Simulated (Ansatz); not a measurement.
`OC1NCS1` + SiH₄ → `[SiH3]C1NCS1` + H₂O  (formal exchange of groups at a C–O bond)

Gas-phase electronic energies from Ansatz, PBE0-D4/def2-TZVP geometries. CCSD(T)/CBS is the MP2 limit (def2-TZVPP, def2-QZVPP) plus CCSD(T) − MP2 in def2-TZVPP, frozen cores. This one scheme is used for every species. DFT in def2-TZVPP. B3LYP here is the variant with VWN-RPA as its local correlation; programs differ in this. HSE06 is defined as in plane-wave codes. Each species was taken in one conformer, which may not be the lowest.

```
             level  ΔE (kcal/mol)  difference from CCSD(T)/CBS
            PBE-D4           -5.7                          4.1
          HSE06-D4           -6.5                          3.3
      CAM-B3LYP-D4           -5.5                          4.3
            revPBE           -4.2                          5.6
              BLYP           -3.1                          6.7
             B3LYP           -4.0                          5.8
           r2SCANh           -5.4                          4.4
             HSE06           -5.3                          4.5
     HF/def2-TZVPP           -3.5                          6.3
SCS-MP2/def2-QZVPP           -9.6                          0.2
       CCSD(T)/CBS           -9.8                            0
```

Largest T1 diagnostic among the species: 0.012.

At CCSD(T), def2-SVP lies +7.0 kcal/mol from the extrapolated value and def2-TZVPP +1.6 kcal/mol. From BLYP to BHLYP (50 % exact exchange), in def2-TZVPP and without D4, ΔE moves by −1.4 kcal/mol.
